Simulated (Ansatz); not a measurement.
F₂GeH₄Si, SMILES [GeH3][SiH](F)F.

Coordinates come from a PBE0-D3(BJ)/def2-SVP optimisation. The structure was generated by enumeration, and PubChem lists no compound with its InChIKey, so it may never have been made.

Two levels are set side by side: PBE/def2-SVPD (Ansatz, a program for electronic structure) and PBE0/def2-SVPD (Ansatz). Energy differences of separate SCF runs at the same geometry; the states with an electron removed or added have multiplicity 2 and 2. Differences are taken from unrounded values.

```
quantity                            PBE0    PBE  PBE minus PBE0
---------------------------------  -----  -----  --------------
vertical ionisation energy (eV)    10.80  10.47           -0.33
vertical singlet–triplet gap (eV)   6.15   5.84           -0.32
```
